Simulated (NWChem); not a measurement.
# CHBrF2; SMILES FC(F)Br

Program: NWChem. Pople sets run with spherical d functions. Medium grid unless said otherwise, to which SCAN and Minnesota functionals are sensitive. The geometry was optimised at PBE0/def2-SVP. B3LYP is NWChem's, with the RPA form of VWN correlation.

Question: Order these by “highest occupied level (eV)”, lowest first: LDA (Slater exchange, VWN5)/6-31G*; B3LYP/6-31G*; LRC-wPBEh/6-31G*; M05-2X/6-31G*.

Answer: LRC-wPBEh/6-31G* (-10.55), M05-2X/6-31G* (-10.13), B3LYP/6-31G* (-8.34), LDA (Slater exchange, VWN5)/6-31G* (-7.36)
